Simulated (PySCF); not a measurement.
C3H11BSi, SMILES CB(C[SiH3])C.

Geometry: PBE-D3(BJ)/def2-SVP. The structure was generated by enumeration, and PubChem lists no compound with its InChIKey, so it may never have been made. Other conformers were not sampled.

These are PBE-D3(BJ)/def2-SVP (PySCF) values and carry that method's errors.

Frequencies are harmonic and unscaled.

Question: Give all harmonic wavenumbers and intensities. (The exact figures need the calculation; the answer reports its results.)

Answer: 
| mode | ν (cm⁻¹) | IR (km/mol) | moving atoms (share of kinetic energy) |
|---|---|---|---|
| 1 | 54 | 0.3 | H 53 %, C 35 %, Si 11 % |
| 2 | 71 | 0.4 | H 85 %, C 10 % |
| 3 | 114 | 0.0 | H 60 %, C 22 %, Si 16 % |
| 4 | 121 | 0.1 | H 87 %, C 9 % |
| 5 | 135 | 0.9 | H 62 %, C 20 %, Si 17 % |
| 6 | 307 | 1.0 | H 46 %, C 43 %, B 10 % |
| 7 | 330 | 0.1 | H 46 %, C 45 %, B 9 % |
| 8 | 388 | 2.5 | H 54 %, B 40 % |
| 9 | 516 | 7.8 | H 95 % |
| 10 | 559 | 4.9 | H 73 %, C 14 %, Si 11 % |
| 11 | 625 | 10.8 | H 64 %, C 31 % |
| 12 | 658 | 12.0 | H 41 %, C 41 %, Si 17 % |
| 13 | 721 | 4.5 | C 54 %, H 41 % |
| 14 | 775 | 9.8 | H 76 %, C 22 % |
| 15 | 809 | 8.0 | H 59 %, C 34 % |
| 16 | 844 | 12.6 | H 63 %, C 27 %, B 9 % |
| 17 | 886 | 67.7 | H 62 %, C 18 %, B 16 % |
| 18 | 895 | 167.1 | H 74 %, C 12 %, B 9 % |
| 19 | 915 | 55.3 | H 97 % |
| 20 | 918 | 27.8 | H 97 % |
| 21 | 957 | 28.3 | H 87 % |
| 22 | 995 | 55.8 | H 63 %, C 27 %, B 9 % |
| 23 | 1151 | 15.5 | H 56 %, B 40 % |
| 24 | 1164 | 149.0 | B 49 %, H 34 %, C 17 % |
| 25 | 1257 | 77.7 | H 69 %, C 25 % |
| 26 | 1282 | 119.8 | H 49 %, C 30 %, B 21 % |
| 27 | 1356 | 13.4 | H 90 %, C 9 % |
| 28 | 1368 | 1.8 | H 96 % |
| 29 | 1375 | 9.9 | H 87 % |
| 30 | 1396 | 4.4 | H 92 % |
| 31 | 1399 | 6.1 | H 92 % |
| 32 | 2154 | 86.6 | H 98 % |
| 33 | 2162 | 95.7 | H 96 % |
| 34 | 2165 | 104.4 | H 96 % |
| 35 | 2944 | 1.0 | H 96 % |
| 36 | 2948 | 0.4 | H 96 % |
| 37 | 2978 | 3.2 | H 95 % |
| 38 | 3023 | 4.3 | H 92 %, C 8 % |
| 39 | 3025 | 18.3 | H 92 %, C 8 % |
| 40 | 3051 | 3.5 | H 90 %, C 10 % |
| 41 | 3066 | 13.6 | H 90 %, C 10 % |
| 42 | 3067 | 20.3 | H 91 %, C 9 % |
